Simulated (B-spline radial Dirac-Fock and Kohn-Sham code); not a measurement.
Form factor and incoherent scattering function of Au⁷¹⁺

System: the Au⁷¹⁺ ion, 1s2 2s2 2p4.

Model: Dirac-Fock densities. Program: an atomic code on a B-spline grid. f₀ is the Fourier transform of the spherical electron density, S the Waller-Hartree incoherent function, and s = sin θ/λ. The electron scattering factor follows from the Mott-Bethe formula f_e = 0.023934 Å⁻¹·(Z − f₀)/s².

```
s (Å⁻¹)     f₀      S  f_e (Å)
      0  8.000  0.000        –
   0.05  7.999  0.001  679.731
    0.1  7.998  0.003  169.937
   0.15  7.995  0.007   75.530
    0.2  7.991  0.012   42.488
   0.25  7.986  0.018   27.194
    0.3  7.980  0.026   18.887
   0.35  7.972  0.035   13.877
    0.4  7.964  0.046   10.626
   0.45  7.954  0.058    8.397
    0.5  7.944  0.072    6.803
    0.6  7.919  0.103    4.726
    0.7  7.890  0.140    3.473
    0.8  7.857  0.182    2.661
    0.9  7.820  0.229    2.103
      1  7.778  0.282    1.705
    1.1  7.733  0.339    1.410
    1.2  7.683  0.401    1.185
    1.4  7.574  0.538    0.872
    1.6  7.450  0.692    0.669
    1.8  7.313  0.860    0.530
      2  7.164  1.040    0.430
    2.5  6.749  1.535    0.277
      3  6.288  2.066    0.193
    3.5  5.803  2.605    0.143
      4  5.312  3.130    0.110
      5  4.372  4.074    0.071
      6  3.558  4.830    0.050
```

f₀ starts at the number of electrons, 8, and has fallen to half at s ≈ 5.46 Å⁻¹. The sum of ⟨r²⟩ over the electrons is 0.03070 bohr². For an ion f_e diverges as s goes to zero, because of the net charge.

Values without a named source are computed, but for edge energies of neutral atoms, which are taken from tables.
